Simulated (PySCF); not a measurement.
Simulation results for CH3AlBN, B2H5Si, AlBH3NO, CH5ClSi2 and others

Calculation on a computer-drawn molecule: optimised geometry and harmonic frequencies of an isolated molecule of the commonest isotopes, restricted reference for singlets and unrestricted otherwise, frozen core in MP2. Program: PySCF 2.14.0.

(1) CH3AlBN

Start structure:
```xyz
7
CH3AlBN
C      1.3346    -0.7255    -0.7960
N      0.7188     0.3197    -1.5211
B      0.0839     1.1972    -2.1043
Al    -0.9111     2.7503    -3.1010
H      2.4202    -0.7835    -1.1000
H      0.9752    -1.7119    -1.0637
H      1.2576    -0.5855     0.2578
```

Settings of this run: charge 0, multiplicity 1, method HF and basis cc-pV(D+d)Z.

Results for CH3AlBN: rotational constants 160.8, 1.894, 1.894 GHz; total energy -360.6486 hartree; convergence status largest gradient component 2.221e-05 hartree/bohr.

Drawn bonds:
```csv
atom,other atom,order
1,2,1
2,3,2
3,4,1
1,5,1
1,6,1
1,7,1
```

Optimised structure:
```xyz
7
CH3AlBN
C      1.3679    -0.7444    -0.8122
N      0.6939     0.2898    -1.4947
B      0.1035     1.1961    -2.0928
Al    -0.9536     2.8175    -3.1628
H      2.4285    -0.7625    -1.0743
H      0.9455    -1.7208    -1.0617
H      1.2935    -0.6150     0.2702
```

Modes:
```csv
frequency (cm⁻¹),reduced mass (dalton)
117.8,4.893
117.9,4.894
319.5,6.1
319.5,6.1
363.2,10.63
1081,5.637
1234,1.32
1234,1.32
1567,1.193
1593,1.039
1593,1.039
2159,11.78
3163,1.033
3230,1.105
3230,1.105
```

(2) B2H5Si

Start structure:
```xyz
8
B2H5Si
B     -0.6801    -0.6850    -0.2320
Si    -0.8358     0.3707     1.4509
B     -2.2405     1.4660     2.2011
H     -1.0539    -1.7169    -0.3246
H     -0.2715    -0.1750    -1.2220
H      0.4955     0.2835     2.2705
H     -2.2270     2.5879     1.9992
H     -3.0069     0.9897     2.9442
```

Here we set charge 1, multiplicity 1, method HF and basis cc-pV(D+d)Z.

It finds rotational constants 25.17, 5.07, 4.556 GHz; total energy -340.8676 hartree; convergence status largest gradient component 1.399e-05 hartree/bohr.

Drawn bonds:
```csv
atom,other atom,order
1,2,1
2,3,1
1,4,1
1,5,1
2,6,1
3,7,1
3,8,1
```

Optimised structure:
```xyz
8
B2H5Si
B     -0.6939    -0.6692    -0.2797
Si    -0.7223     0.3517     1.4781
B     -2.2318     1.4852     2.2328
H     -1.0754    -1.7969    -0.2848
H     -0.2925    -0.1105    -1.2513
H      0.4962     0.2589     2.3034
H     -2.2589     2.6439     1.9610
H     -3.0416     0.9576     2.9278
```

Modes:
```csv
frequency (cm⁻¹),reduced mass (dalton)
160.9,3.293
206.3,1.174
223.1,1.009
411.9,1.035
531.8,1.161
559.4,4.874
618.7,1.527
701.5,2.14
770,1.398
952.8,1.387
967.9,1.328
1201,1.117
1214,1.117
2368,1.042
2733,1.045
2736,1.046
2854,1.129
2856,1.132
```

(3) AlBH3NO

Start structure:
```xyz
7
AlBH3NO
O     -0.1189     2.7273    -1.2959
B      0.4840     1.5405    -1.1337
N      0.0299     0.2149    -1.4965
Al     0.6513    -1.3984    -1.3086
H     -0.9208     2.6019    -1.9066
H      1.4922     1.6298    -0.4454
H     -0.8047     0.3264    -2.0663
```

It was run with charge 0, multiplicity 1, method HF and basis cc-pV(D+d)Z.

Results for AlBH3NO: rotational constants 46.27, 2.59, 2.453 GHz; total energy -397.7826 hartree; convergence status largest gradient component 1.794e-05 hartree/bohr.

Drawn bonds:
```csv
atom,other atom,order
1,2,1
2,3,1
3,4,1
1,5,1
2,6,1
3,7,1
```

Optimised structure:
```xyz
7
AlBH3NO
O     -0.1046     2.7197    -1.3417
B      0.4655     1.5029    -1.1097
N     -0.0366     0.2546    -1.5690
Al     0.7940    -1.3363    -1.2117
H     -0.8982     2.6880    -1.8538
H      1.4797     1.5203    -0.4571
H     -0.8868     0.2933    -2.1101
```

Modes:
```csv
frequency (cm⁻¹),reduced mass (dalton)
134,4.373
144.7,6.572
421.8,5.189
545.8,1.106
710.3,1.468
746.8,3.362
1001,1.428
1052,1.249
1133,2.948
1194,1.425
1306,1.536
1491,3.966
2663,1.092
3729,1.074
4164,1.066
```

(4) CH5ClSi2

Start structure:
```xyz
9
CH5ClSi2
Si     1.7979     3.0496    -0.0254
C      1.9190     1.3136    -0.7685
Si     3.0720     0.0791    -0.2658
Cl     4.4156     0.2108     1.2131
H      0.4116     3.4147     0.2922
H      2.2887     4.0676    -0.9588
H      2.5713     3.1855     1.2364
H      1.2218     1.1051    -1.5292
H      3.1443    -1.3227    -0.8229
```

It was run with charge 0, multiplicity 1, method HF and basis cc-pV(D+d)Z.

It finds rotational constants 6.741, 1.636, 1.336 GHz; total energy -1078.1569 hartree; convergence status largest gradient component 2.374e-05 hartree/bohr.

Drawn bonds:
```csv
atom,other atom,order
1,2,1
2,3,2
3,4,1
1,5,1
1,6,1
1,7,1
2,8,1
3,9,1
```

Optimised structure:
```xyz
9
CH5ClSi2
Si     1.8099     3.0520    -0.0258
C      2.0005     1.3469    -0.7296
Si     3.0023     0.0835    -0.2453
Cl     4.3113     0.1517     1.3196
H      0.4158     3.2916     0.4238
H      2.1268     4.0876    -1.0407
H      2.7159     3.2338     1.1315
H      1.3809     1.0934    -1.5901
H      3.0789    -1.2370    -0.8723
```

Modes:
```csv
frequency (cm⁻¹),reduced mass (dalton)
105.9,1.065
106.4,7.572
206.8,3.569
324.5,5.178
507.7,1.166
536.9,9.783
639.3,2.22
673,1.06
756.4,1.576
767.9,1.308
904.6,1.226
1014,1.234
1025,1.042
1041,1.09
1055,1.135
1282,4.031
2281,1.05
2296,1.04
2314,1.029
2409,1.044
3276,1.085
```

(5) BH7OSi2

Start structure:
```xyz
11
BH7OSi2
O      2.3378     1.7776    -1.9305
B      1.3982     1.0889    -1.3622
Si    -0.1820     0.4116    -2.4828
Si     0.0610    -1.7704    -3.2374
H      2.2527     2.2172    -2.8039
H      1.6712     0.6693    -0.3210
H     -0.3297     1.2841    -3.6377
H     -1.3999     0.4569    -1.7073
H      0.4309    -2.7429    -2.2230
H     -1.1634    -2.2490    -3.9376
H      1.1840    -1.8583    -4.2561
```

Here we set charge 0, multiplicity 1, method HF and basis cc-pV(D+d)Z.

It finds rotational constants 8.918, 1.718, 1.569 GHz; total energy -681.5283 hartree; convergence status largest gradient component 1.459e-05 hartree/bohr.

Drawn bonds:
```csv
atom,other atom,order
1,2,1
2,3,1
3,4,1
1,5,1
2,6,1
3,7,1
3,8,1
4,9,1
4,10,1
4,11,1
```

Optimised structure:
```xyz
11
BH7OSi2
O      2.3575     1.9635    -1.8790
B      1.4960     1.0168    -1.4565
Si    -0.1577     0.4135    -2.5176
Si     0.0641    -1.8242    -3.2713
H      2.1404     2.3605    -2.7091
H      1.7625     0.5119    -0.3976
H     -0.3845     1.2869    -3.7055
H     -1.3686     0.4914    -1.6577
H      0.2576    -2.7379    -2.1190
H     -1.1457    -2.2485    -4.0166
H      1.2392    -1.9489    -4.1696
```

Modes:
```csv
frequency (cm⁻¹),reduced mass (dalton)
50.41,3.588
96.8,1.086
131.8,2.49
248.2,2.304
384.9,1.229
429.2,3.781
505.4,1.174
535.6,1.941
664,1.745
670.9,1.659
765.1,1.153
799.6,1.163
915.4,1.258
980.8,1.116
1010,1.051
1025,1.035
1029,1.042
1084,1.123
1254,1.333
1391,5.922
2253,1.041
2278,1.039
2295,1.045
2301,1.049
2304,1.027
2684,1.092
4157,1.067
```

(6) CH4BO

Start structure:
```xyz
7
CH4BO
C     -0.8453     0.8855    -1.7566
B     -1.5801     1.9990    -0.6675
O     -1.4045     3.2335    -0.7004
H     -1.5973     0.4363    -2.4081
H     -0.0718     1.3861    -2.3948
H     -0.3086     0.1411    -1.2535
H     -2.4502     1.3230     0.0117
```

Here we set charge -1, multiplicity 1, method HF and basis aug-cc-pVDZ.

The calculation gives: rotational constants 52.7, 8.701, 7.827 GHz; total energy -139.7970 hartree; convergence status largest gradient component 1.947e-05 hartree/bohr.

Drawn bonds:
```csv
atom,other atom,order
1,2,1
2,3,1
1,4,1
1,5,1
1,6,1
2,7,1
```

Optimised structure:
```xyz
7
CH4BO
C     -0.8438     0.9210    -1.7611
B     -1.5892     1.9605    -0.7356
O     -1.3795     3.2173    -0.6580
H     -1.5777     0.4091    -2.4013
H     -0.1139     1.4222    -2.4075
H     -0.3240     0.1271    -1.2043
H     -2.4297     1.3474    -0.0013
```

Modes:
```csv
frequency (cm⁻¹),reduced mass (dalton)
129,1.205
416.7,2.445
665.4,1.125
754.1,2.195
978.1,2.13
1027,1.848
1164,1.176
1351,1.298
1533,1.11
1551,1.056
1624,6.557
2109,1.066
3079,1.038
3116,1.097
3158,1.098
```

(7) AlBClHN

Start structure:
```xyz
5
AlBClHN
N     -0.4172    -0.4989    -1.1983
B     -1.1359    -0.7278    -0.2465
Al    -2.3466    -1.1121     1.3544
Cl    -3.5389    -1.4898     2.9280
H      0.1704    -0.3109    -1.9764
```

It was run with charge 1, multiplicity 1, method MP2 and basis cc-pV(D+d)Z.

Results for AlBClHN: rotational constants 1.422, 1.422 GHz; total energy -781.3671 hartree; convergence status largest gradient component 1.827e-05 hartree/bohr.

Drawn bonds:
```csv
atom,other atom,order
1,2,2
2,3,1
3,4,1
1,5,1
```

Optimised structure:
```xyz
5
AlBClHN
N     -0.4110    -0.4966    -1.2065
B     -1.1536    -0.7329    -0.2237
Al    -2.3467    -1.1119     1.3538
Cl    -3.5449    -1.4921     2.9367
H      0.1880    -0.3059    -1.9991
```

Modes:
```csv
frequency (cm⁻¹),reduced mass (dalton)
90.75,8.664
233.9,8.943
234.2,8.442
397.9,11.98
630.5,1.216
631,1.213
731.9,23
1864,7.583
3753,1.106
```

(8) C2H6B

Start structure:
```xyz
9
C2H6B
B     -1.3461     1.6354     0.0784
C     -0.7687     0.2025     0.2038
C     -1.8219    -1.0279     0.1199
H     -2.4051     1.8934    -0.2053
H     -0.1381     0.0150     1.0270
H     -0.0761     0.0403    -0.6457
H     -2.3605    -0.8673    -0.7770
H     -1.3250    -1.9106     0.1236
H     -2.3942    -0.9058     1.0060
```

It was run with charge 0, multiplicity 2, method HF and basis cc-pVDZ.

It finds rotational constants 33.35, 9.402, 8.077 GHz; total energy -103.8439 hartree; spin squared 0.7531; convergence status largest gradient component 3.254e-05 hartree/bohr.

Drawn bonds:
```csv
atom,other atom,order
1,2,1
2,3,1
1,4,1
2,5,1
2,6,1
3,7,1
3,8,1
3,9,1
```

Optimised structure:
```xyz
9
C2H6B
B     -1.3302     1.6171     0.1442
C     -0.7669     0.1574     0.2009
C     -1.7897    -0.9856     0.1377
H     -2.3853     1.9807    -0.2994
H     -0.0949     0.0317     1.0560
H     -0.1027     0.1118    -0.6792
H     -2.4180    -0.9051    -0.7522
H     -1.2976    -1.9610     0.1143
H     -2.4504    -0.9720     1.0083
```

Modes:
```csv
frequency (cm⁻¹),reduced mass (dalton)
174.4,1.039
268.1,1.262
343.5,2.083
664.6,1.349
892.6,1.26
917.3,3.019
1001,1.185
1092,1.709
1149,1.846
1347,1.281
1424,1.692
1514,1.153
1527,1.142
1595,1.047
1601,1.039
2706,1.095
3106,1.072
3172,1.037
3193,1.086
3240,1.103
3249,1.103
```

(9) AlBClHN

Start structure:
```xyz
5
AlBClHN
Al    -3.0704     1.5687    -0.3175
N     -1.4142     2.0461    -0.0965
B     -0.2213     2.4078     0.1996
Cl     1.2946     2.9491     0.5989
H     -4.0788     1.4932     0.8668
```

Settings of this run: charge 0, multiplicity 2, method HF and basis cc-pV(D+d)Z.

It finds rotational constants 276, 1.392, 1.385 GHz; total energy -781.2061 hartree; spin squared 0.7552; convergence status largest gradient component 3.932e-05 hartree/bohr.

Drawn bonds:
```csv
atom,other atom,order
1,2,1
2,3,2
3,4,1
1,5,1
```

Optimised structure:
```xyz
5
AlBClHN
Al    -3.0655     1.5489    -0.3587
N     -1.4184     2.0784     0.0460
B     -0.2397     2.4385     0.2378
Cl     1.3684     2.9312     0.5068
H     -4.1349     1.4680     0.8194
```

Modes:
```csv
frequency (cm⁻¹),reduced mass (dalton)
94.17,9.51
95.24,7.075
425.5,10.17
436.2,11.87
451.6,13.23
660.8,1.197
922.2,14.97
1899,1.047
2076,11.64
```

(10) AlBH2NO

Start structure:
```xyz
6
AlBH2NO
B      0.5374    -0.6401    -3.0811
N      0.2452    -0.1023    -1.9540
Al    -0.1556     0.8089    -0.4290
O     -0.5720     0.4967     1.1910
H      0.7863    -1.1843    -3.9919
H     -0.8644     0.3232     2.0889
```

It was run with charge 0, multiplicity 2, method HF and basis cc-pV(D+d)Z.

The calculation gives: rotational constants 30.45, 3.237, 2.926 GHz; total energy -397.1712 hartree; spin squared 0.752; convergence status largest gradient component 1.494e-05 hartree/bohr.

Drawn bonds:
```csv
atom,other atom,order
1,2,1
2,3,2
3,4,1
1,5,1
4,6,1
```

Optimised structure:
```xyz
6
AlBH2NO
B      0.4260    -0.6498    -2.7616
N      0.1917     0.0482    -1.7547
Al    -0.1038     1.2056    -0.4386
O     -0.5348     0.6556     1.1042
H      0.6442    -1.3163    -3.7019
H     -0.6465    -0.2413     1.3765
```

Modes:
```csv
frequency (cm⁻¹),reduced mass (dalton)
118.9,3.796
147.2,4.063
276.2,4.604
381.9,1.227
592.2,1.716
681.7,3.944
825.2,1.361
835.1,1.356
885.2,7.477
1942,5.235
2978,1.191
4197,1.067
```
